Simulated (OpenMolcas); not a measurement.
# As³⁺: effect of the basis set

```yaml
Program: OpenMolcas
Method: "MS-CASPT2, IPEA 0.25 Eh, imaginary shift 0.1 Eh (closed shells correlated: 3d)"
Active_space: 2 electrons in 4 orbitals (4s 4p)
State_averaging: 2S+1 = 3 even, 3 roots; 2S+1 = 1 even, 7 roots; 2S+1 = 3 odd, 3 roots; 2S+1 = 1 odd, 3 roots
Spin-orbit_coupling: RASSI with atomic mean-field integrals over the reference wave functions, term energies averaged over their components
```

A. ANO-RCC-VDZP [5s4p2d], DKH2, point nucleus; CASPT2 step roughly 1.6 core-seconds
B. ANO-R1 [5s4p3d1f], X2C, finite nucleus; CASPT2 step roughly 1.2 core-seconds
C. ANO-RCC-VTZP [6s5p3d1f], DKH2, point nucleus; CASPT2 step of the order of 2.2 core-seconds
D. ANO-RCC-VQZP [7s6p4d2f1g], DKH2, point nucleus; CASPT2 step about 2 core-seconds
E. ANO-R2 [6s5p4d3f1g], X2C, finite nucleus; CASPT2 step about 2.6 core-seconds
F. ANO-R3 [7s6p5d3f2g], X2C, finite nucleus; CASPT2 step about 5 core-seconds

Energies in cm-1 above 4s2 1S0, the measured ground level; measured values from Moore, Atomic Energy Levels, vol. II, NSRDS-NBS 35 (1971 reprint of NBS Circular 467, 1952).

```json
{"Level": "4s2 1S0", "A": "0.0", "B": "0.0", "C": "0.0", "D": "0.0", "E": "0.0", "F": "0.0", "Measured": "0.0"}
{"Level": "4s 4p 3P* 0", "A": "74721", "B": "72067", "C": "73126", "D": "73591", "E": "74569", "F": "75409", "Measured": ""}
{"Level": "4s 4p 3P* 1", "A": "75550", "B": "73169", "C": "74152", "D": "74595", "E": "75574", "F": "76405", "Measured": "76962"}
{"Level": "4s 4p 3P* 2", "A": "77313", "B": "75557", "C": "76349", "D": "76744", "E": "77741", "F": "78553", "Measured": "79492"}
{"Level": "4s 4p 1P* 1", "A": "115311", "B": "111409", "C": "114069", "D": "113128", "E": "111414", "F": "112064", "Measured": "112022"}
{"Level": "4p2 3P0", "A": "181723", "B": "172652", "C": "178060", "D": "178400", "E": "177947", "F": "179936", "Measured": ""}
{"Level": "4p2 3P1", "A": "182741", "B": "174067", "C": "179351", "D": "179667", "E": "179236", "F": "181223", "Measured": "181468"}
{"Level": "4p2 3P2 [70 %]", "A": "184005", "B": "175644", "C": "180604", "D": "180766", "E": "180420", "F": "182317", "Measured": "184394"}
{"Level": "4p2 1D2 [70 %]", "A": "187765", "B": "179978", "C": "183995", "D": "183885", "E": "183710", "F": "185463", "Measured": ""}
{"Level": "4p2 1S0", "A": "214860", "B": "206846", "C": "211224", "D": "210170", "E": "209318", "F": "210576", "Measured": "211683"}
```

Deviations, from unrounded energies. A percentage is the sum of absolute deviations over the sum of measured energies, with the sign that they share, or ± where signs differ.

```csv
Against measurement,Levels,A,B,C,D,E,F
mean absolute deviation (cm-1),6,2000,4900,2400,2200,2100,830
other configurations (%),6,±1.4,-3.5,±1.7,±1.6,-1.5,±0.6
```

F lies closest to measurement on these levels and B furthest from it. The largest miss of F in the table is 4p2 3P2 [70 %], by -2100 cm-1. The ranking rests on the paired levels alone, and a cruder setting can come out closer through cancelling errors.

Among A to F the level of the table that moves most is 4p2 3P0, by 9100 cm-1 (lowest in B, highest in A).

Over all roots computed the reference weight is 0.94 to 1.00 in A, 0.92 to 0.97 in B, 0.93 to 0.99 in C, 0.93 to 0.99 in D, 0.91 to 0.97 in E, 0.91 to 0.97 in F; the roots of lowest weight are the least certain, and an intruder state may touch them. The ¹D term of p² mixes with s d, which this space lacks. The basis is small and was not contracted for so high a charge (holds for A; B). Computed and measured levels are paired by configuration, term and J; levels that our copy of the source lacks, or whose pairing is in doubt (as where it misses far off the trend of its configuration), stay unpaired and out of the deviations. Only configurations of the active space appear.

A share in square brackets marks a mixed level and gives the weight of the term that names it, the lowest over the columns. * marks odd parity.
